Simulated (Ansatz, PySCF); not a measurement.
Spin states of ClOV (SMILES [O]=[V][Cl]), each relaxed with B3LYP-D3(BJ)/def2-TZVP.
State 1 (charge 0, multiplicity 3):
```xyz
3

V      0.3618     0.2356    -0.1881
O     -0.3767     1.3464    -1.0422
Cl    -0.0184    -1.5346     1.1600
```
State 2 (charge 0, multiplicity 1):
```tsv
atom	x (Å)	y (Å)	z (Å)
V	0.4110	0.2409	-0.1917
O	-0.4008	1.3109	-1.0153
Cl	-0.0434	-1.5044	1.1367
```

Singlets are restricted, other states unrestricted; no spin–orbit coupling, no relativity up to Kr; see below for the cores. The largest T1 diagnostic is 0.075.

Programs: Ansatz (Gaussian basis) for Hartree–Fock, density functionals and correlated methods; PySCF for the dispersion terms. Each number belongs to the level named beside it.

### Question
Give the energy of the multiplicity-1 state less that of the multiplicity-3 state at the level CAM-B3LYP/def2-TZVPP.

### Answer
99 kJ/mol

### Question
What is the computed energy of the multiplicity-1 state less that of the multiplicity-3 state (B97M-V/def2-TZVPP)?

### Answer
81 kJ/mol

### Question
Predict the energy of the multiplicity-1 state less that of the multiplicity-3 state from B3LYP-D4/def2-TZVPP.

### Answer
95 kJ/mol

Ansatz is a first-principles code.
